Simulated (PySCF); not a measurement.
**CH6GeNP: core ionisation energies**

CH6GeNP.
SMILES with atom numbers: `[CH2:1]=[N:2][GeH2:3][PH2:4]`

Geometry (PBE0-D3(BJ)/def2-SVP, Å), atoms numbered from 1 in this order:
```xyz
10
CH6GeNP angstrom
C     -1.650    0.897    0.942
N     -1.084    0.809   -0.183
Ge     0.125   -0.564   -0.536
P      2.243    0.340   -0.821
H     -1.509    0.188    1.789
H     -2.348    1.731    1.146
H      0.146   -1.590    0.626
H     -0.324   -1.229   -1.847
H      1.725    1.478   -1.513
H      2.207    0.994    0.450
```

Theory: delta-SCF UKS SCAN, pcX-2 on the ionised atom, pcseg-1 elsewhere, spin-free X2C in PySCF 2.14.0. Binding energies are ΔSCF values: E(core-ionised, relaxed orbitals) − E(ground state) at a fixed geometry, referred to the vacuum level.

**Question.** What binding energy does each computed site have?

**Answer.** 
```
atom(s)                bonded to    level  binding energy (eV)  2p1/2 (eV)  count
     C1  N (double bond) and 2 H     C 1s               291.76           –      1
     N2   C (double bond) and Ge     N 1s               404.35           –      1
     P4               2 H and Ge  P 2p3/2               136.33      137.22      1
     P4               2 H and Ge     P 1s              2149.86           –      1
```

**Question.** Which effective nuclear charge Zeff reproduces each element's mean 1s value in the hydrogen-like formula E = 13.606 eV × Zeff²?

**Answer.** C (Z = 6): mean 291.8 eV, Zeff = 4.63, Z − Zeff = 1.37; N (Z = 7): mean 404.4 eV, Zeff = 5.45, Z − Zeff = 1.55; P (Z = 15): mean 2149.9 eV, Zeff = 12.57, Z − Zeff = 2.43. Means run over the listed sites, weighted by atom count.

For 2p shells one spin-free hole was relaxed; a mean-field spin–orbit operator and the ground-state splitting of the three 2p orbitals were then diagonalised within the shell. The shell's mean is (2 × 2p3/2 + 2p1/2)/3, and the degeneracies 2j + 1 give areas of 2:1. 2p1/2 minus 2p3/2 (ligand field included): P 0.89 eV. No level of germanium is listed. Isolated species at its PBE0-D3(BJ)/def2-SVP geometry (one conformer only).

On one thread, Arm Neoverse V1 (shared host), this took 30 s.
